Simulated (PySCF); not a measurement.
From one molecule to another.

First species: C5H12O2SSi.
SMILES: `CS[SiH2]OC(C)(C)C=O`

Second species: phosphabenzene, C₅H₅P.
Z-matrix (Å and degrees, GFN2-xTB geometry), rows numbered from 1:
```
C 
C   1  1.3862
C   2  1.3789  1  123.42
P   3  1.7344  2  125.38  1     0.07
C   4  1.7342  3   99.89  2     0.07
C   5  1.3788  4  125.39  3    -0.15
H   1  1.0807  2  118.75  3   179.89
H   2  1.0832  1  118.21  3   180.00
H   3  1.0835  2  118.35  1  -179.96
H   5  1.0833  4  116.26  3   179.86
H   6  1.0831  1  118.20  2  -179.90
```

Levels: PBE0/pcSseg-1 for dipole moment, HOMO energy, LUMO energy and HOMO–LUMO gap; GFN2-xTB for rotational constant A and rotational constant C. Geometries: GFN2-xTB. All species are isolated and taken at one optimised geometry, non-relativistic unless stated; the electronic structure was computed with PySCF and density fitting.

The conformers computed, where there is a choice (atom-mapped SMILES and torsion angles):
- `[CH3:1][S:2][SiH2:3][O:4][C:5]([CH3:6])([CH3:7])[CH:8]=[O:9]`: C1–S2–Si3–O4 174°, S2–Si3–O4–C5 46°, Si3–O4–C5–C6 -81°, O4–C5–C8–O9 -165°

Values for the first species:

- Dipole moment: 3.10 D
- HOMO energy: -7.00 eV
- LUMO energy: -0.86 eV
- HOMO–LUMO gap: 6.14 eV
- Rotational constant A: 2.954 GHz
- Rotational constant C: 0.530 GHz

Task: Estimate the same properties for the second species, and the change in each.

Result: 
```csv
property,first,second,second less first
dipole moment,3.10 D,1.69 D,-1.41 D
HOMO energy,-7.00 eV,-7.20 eV,-0.20 eV
LUMO energy,-0.86 eV,-1.49 eV,-0.63 eV
HOMO–LUMO gap,6.14 eV,5.71 eV,-0.43 eV
rotational constant A,2.954 GHz,5.174 GHz,+2.220 GHz
rotational constant C,0.530 GHz,2.100 GHz,+1.570 GHz
```

On the first: The dipole matches unit charges of opposite sign 0.65 Å apart (1 e·Å = 4.8032 D). A dipole of 3.10 D is allowed in C1, and pure rotational transitions are dipole-allowed.

On the second: In atomic units the dipole is 0.67 e·bohr (1 au = 2.5417 D). Point group C2v permits a dipole; with 1.69 D the species has a pure rotational spectrum.
